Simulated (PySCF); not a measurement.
Computed with PBE0 in PySCF with Sb def2-TZVP with ECP28, N def2-TZVP, H def2-TZVP; scalar-relativistic core potentials, no spin–orbit coupling; density-fitted integrals. Open shells, if any, are unrestricted.

What shape and geometry does isolated singlet H2SbN take (every ligand bound to Sb)?

Counting electrons, antimony keeps none of its valence electrons outside its bonds, so the VSEPR class is AX3 and the expected shape is trigonal planar; with unlike ligands the computed point group is C2v. The lowest minimum found is a singlet of C2v symmetry with Sb–H 1.705 Å (×2), Sb–N 1.832 Å; H–Sb–H 101.4°, H–Sb–N 129.3° (×2). Its harmonic wavenumbers are 168 (b1), 405 (b2), 805 (a1), 880 (a1), 1922 (b2), 1931 (a1) cm⁻¹ and its dipole moment is 4.22 D.

This need not be the most stable arrangement of these atoms.
